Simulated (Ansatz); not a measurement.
[WS4]2- (WS₄²⁻) was relaxed with PBE0-D4 (def2-SVPD) in Ansatz in these states: charge -1 doublet, charge -2 singlet. The geometries follow in no particular order.

In the def2 sets W takes a core potential; there is no spin–orbit coupling. A multiply charged anion in the gas phase is held together partly by the finite basis. Removing one electron lowers the energy by 0.33 eV at PBE0-D4/def2-TZVPD, so it isn't bound.

A:

```xyz
5

W     0.0000    0.0000    0.0000
S     1.4432    0.3614    1.6456
S    -1.8815    1.1017    0.4108
S    -0.4303   -2.1720   -0.1419
S     0.8686    0.7088   -1.9145
```

B:

```xyz
5

W    -0.020   -0.025    0.079
S    -1.427    1.022    1.370
S    -0.954   -0.552   -1.875
S     0.811   -1.784    1.059
S     1.590    1.339   -0.633
```

Judge from the bond lengths which geometry belongs to which state (an estimate).

A is the charge -2 singlet (W1–S2 2.218 Å, W1–S4 2.219 Å, W1–S3 2.219 Å); B is the charge -1 doublet (W1–S2 2.178 Å, W1–S4 2.178 Å, W1–S3 2.228 Å).

At PBE0-D4/def2-SVPD the highest occupied level of the charge -2 singlet lies above zero (up to 1.74 eV). By energy differences it is unbound by 0.38 eV (vertical, against the charge -1 doublet, at CCSD(T)/def2-SVPD) and held by the finite basis.
